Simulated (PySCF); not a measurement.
## Working out the ionisation energy of In⁺

In⁺ [Kr] 4d10 5s2 (1S) → In²⁺ [Kr] 4d10 5s1 (2S). All numbers are calculated (PySCF 2.14, the spin-free X2C one-electron Hamiltonian (Gaussian nucleus), in aug-cc-pwCVTZ-DK3). Frozen: [Ar] 3d10. Energies in hartree (1 hartree = 27.21139 eV):

```json
{"part": "UHF", "In⁺ (lower)": "-5877.847452", "In²⁺ (upper)": "-5877.222215"}
{"part": "MP2 opposite-spin", "In⁺ (lower)": "-0.464090", "In²⁺ (upper)": "-0.413768"}
{"part": "MP2 same-spin", "In⁺ (lower)": "-0.234647", "In²⁺ (upper)": "-0.214557"}
```

Question: What does Hartree-Fock give?

Answer: (-5877.222215) − (-5877.847452) = 0.625237 hartree = 17.014 eV.

Question: What do MP2 and SCS-MP2 (6/5 opposite-spin, 1/3 same-spin) give?

Answer: The opposite-spin parts differ by 1.369 eV and the same-spin parts by 0.547 eV. MP2: 17.014 + (1.369) + (0.547) = 18.930 eV. SCS-MP2: 17.014 + 1.2 × (1.369) + (0.547)/3 = 18.839 eV.

Measured between the centres of the two terms (NIST): 18.870 eV, so MP2 (valence and next inner shell) is off by 0.060 eV.

What remains against the reference includes basis incompleteness, the frozen core and correlation beyond second order.
